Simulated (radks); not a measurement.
Q: These are the eigenvalues of the occupied orbitals of an atom or ion with whole-number occupations (eV). Calculated with a radial shooting solver on a logarithmic mesh with Libxc functionals: Dirac Kohn-Sham, PBE, spin-unpolarised, spherical densities, finite nucleus; Fermi nuclear charge, rms radius of each element as measured or else 0.836 A^(1/3) + 0.57 fm.

1s1/2: -10258.86
2s1/2: -1294.418
2p1/2: -1149.510
2p3/2: -1121.863
3s1/2: -179.1343
3p1/2: -132.1539
3p3/2: -128.4562
3d3/2: -49.4418
3d5/2: -48.9419
4s1/2: -29.4101
4p1/2: -20.4735
4p3/2: -20.1857

Which element is it, and in what charge state? The configuration may be excited. Open shells, if any, are shared by 2j + 1.

A: Z = 31, gallium, charge +2: Ga2+ in [Ar] 3d9 4s1 4p1. The list shows which subshells hold electrons but not how many an open one holds; the 1s level, -377.01 hartree, gives Z - s = 27.5 by -(Z - s)^2/2, which with screening and relativity narrows Z to a few neighbours, and the depths of the outer levels then fix element, charge and occupations together.
